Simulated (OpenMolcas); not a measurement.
Ho2+ among 6 point charges of -1 e arranged as an octahedron (Oh).

* Program: OpenMolcas 26.06
* Method: CASSCF
* Basis: ANO-RCC-VDZP [7s6p4d2f1g]
* Scalar Hamiltonian: DKH2, point nucleus
* Active space: 11 electrons in 7 orbitals (4f)
* State averaging: 2S+1 = 4 odd, 35 roots; 2S+1 = 2 odd, 73 roots kept (CI in the orbitals of an earlier block)
* Spin-orbit coupling: RASSI with atomic mean-field integrals over the reference wave functions

All point charges move together. At R = 2.53 Å the width of the lowest J multiplet is 133 cm-1, and at R = 2.82 Å it is 79 cm-1.

**Question.** A third run gives 69 cm-1. What distance was it run at?

**Answer.** With a power law R^-n the two known points give n = -ln(79 / 133) / ln(2.82 / 2.53) = 4.80. Then R = 2.53 × (133 / 69)^(1/4.80) = 2.901 Å. The run was at 2.9 Å, so the estimate is off by +0.001 Å.

High states are left out of the spin-orbit mixing, which shifts the levels that they would mix with. This is an electrostatic model: the charges have no orbitals. A group larger than the point group allows holds several states that coincide in this model. No measured value stands beside these numbers.
